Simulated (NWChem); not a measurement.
System: CH₃FSe; SMILES C[Se]F

The following NWChem deck was run.

```
start job
memory heap 200 mb stack 900 mb global 1100 mb
geometry units angstroms noautosym nocenter noautoz
  Se     0.432114     0.026460     0.000000
  F     -0.715052     1.378015     0.000000
  C     -0.902338    -1.355835     0.000000
  H     -0.353028    -2.310330     0.000000
  H     -1.521877    -1.293327    -0.904301
  H     -1.521877    -1.293327     0.904301
end
basis spherical
  * library sto-3g
end
dft
  xc hfexch
  iterations 150
end
property
  shielding 5 1 2 3 4 5
end
task dft property
```

STO-3G and 3-21G are far too small for this property and stand as cheap habits. Coordinates come from a PBE0/def2-SVP optimisation.

GIAO values for the isolated, static molecule; σ is the absolute isotropic shielding, δ = σ(reference) − σ with the isolated reference molecule computed at the same levels (13C: tetramethylsilane, 19F: trichlorofluoromethane, 1H: tetramethylsilane). Spin-orbit effects, on the heavy nuclei and on their neighbours, are missing.

Atoms are numbered as in the input.

Question: Give the results of this calculation. (Hartree-Fock/STO-3G, GIAO.) Quantities: σ Se1 (ppm); δ F2 (ppm); δ C3 (ppm); δ H4 (rotor mean) (ppm).

Answer: 
```
Property                  Value
-----------------------  ------
σ Se1 (ppm)              2247.2
δ F2 (ppm)               -172.6
δ C3 (ppm)                 12.9
δ H4 (rotor mean) (ppm)    1.23
```
